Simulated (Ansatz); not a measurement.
Reaction (ligand exchange at the Si–C bond): `O[SiH2]/C(O)=C\Cl` + `OCS` → `O[SiH2]OCS` + `O/C=C\Cl`

Isolated molecules relaxed with PBE0-D4/def2-TZVP in Ansatz; ΔE leaves out vibrations. CCSD(T)/CBS adds triple-zeta CCSD(T) − MP2 to the extrapolated MP2 energy (def2 sets, frozen cores). Double bonds are as drawn, so ΔE can hold a change between cis and trans. Functionals use def2-TZVPP. B3LYP here is the variant with VWN-RPA as its local correlation; programs differ in this. One conformer a species, not always the lowest.

| level | ΔE (kJ/mol) |
| --- | --- |
| B3LYP-D4 | -135.6 |
| B2PLYP | -137.2 |
| PBE0 | -128.0 |
| B3LYP | -135.4 |
| MP2/def2-TZVPP | -136.4 |
| SCS-MP2/def2-TZVPP | -137.1 |
| MP2/def2-QZVPP | -136.2 |
| SCS-MP2/def2-QZVPP | -136.8 |

Problem. What does CCSD(T)/CBS give? (Best estimate.)

Solution. Computed: -133.0 kJ/mol. The listed levels differ from it by -2.6, -4.2, 5.0, -2.4, -3.4, -4.1, -3.2, -3.8 kJ/mol.

Largest T1 diagnostic among the species: 0.012.

In def2-TZVPP, CCSD(T) changes the Hartree–Fock value by +14.4 kJ/mol (the triples alone add +1.4 kJ/mol) and MP2 by +12.0 kJ/mol. From PBE to PBE0 (25 % exact exchange), in def2-TZVPP and without D4, ΔE moves by −3.4 kJ/mol.
